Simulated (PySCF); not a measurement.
Radial density of Ir (iridium, neutral)

B2PLYP, [Xe] 4f14 5d7 6s2, high-spin 4F determinant. Calculation: PySCF 2.14, in x2c-SVPall (7s5p6d2f, 66 functions); the spin-free X2C one-electron Hamiltonian (Gaussian nucleus).

```csv
r (bohr),4πr²ρ (e/bohr),4πr²(ρα − ρβ)
0.0217,93.20,0.0013
0.0365,120.1,0.0150
0.0614,139.2,0.0870
0.103,111.2,0.2111
0.174,123.8,0.0317
0.292,70.71,0.2951
0.492,70.07,0.1463
0.827,22.53,0.8394
1.39,10.58,2.1974
2.34,2.735,0.7211
3.94,0.5298,0.0308
6.62,0.02218,-0.0056
11.1,2.459e-05,0.0000
```

Densities and radii are taken from the X2C orbitals without a picture-change correction, which distorts them close to the nucleus.

Spin-orbit coupling, absent here, splits the open shell strongly.

Where is the radial spin density 4πr²(ρα − ρβ) most negative, and why is it negative at all?

Around r = 6.62 bohr, down to -0.0056 e/bohr: exchange with the open shell polarises the paired shells in an unrestricted calculation.
